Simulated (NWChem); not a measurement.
System: H₂TeS; SMILES S[TeH]

```xyz
4

Te     0.0281     0.5859     0.0082
H     -1.6346     0.7698     0.0125
S      0.0107    -1.8264     0.0530
H      0.0047    -2.0156    -1.2865
```
Atoms are numbered in this order, from 1.

Geometry: optimised at PBE0/def2-SVP. def2 effective core potentials on Te; no spin-orbit coupling.

**Question.** List the 6 lowest vertical singlet excitations from PBE0/def2-SVPD with def2 effective core potentials on Te, full TDDFT (NWChem).

**Answer.** 
```csv
state,energy (eV),oscillator strength,leading excitation (squared amplitude)
S1,3.22,0.002,HOMO → LUMO (0.99)
S2,4.03,0.008,HOMO−1 → LUMO (0.99)
S3,4.76,0.013,HOMO → LUMO+1 (0.99)
S4,5.70,0.030,HOMO → LUMO+2 (0.97)
S5,5.87,0.000,HOMO−1 → LUMO+1 (0.87)
S6,6.26,0.030,HOMO−1 → LUMO+2 (0.77)
```
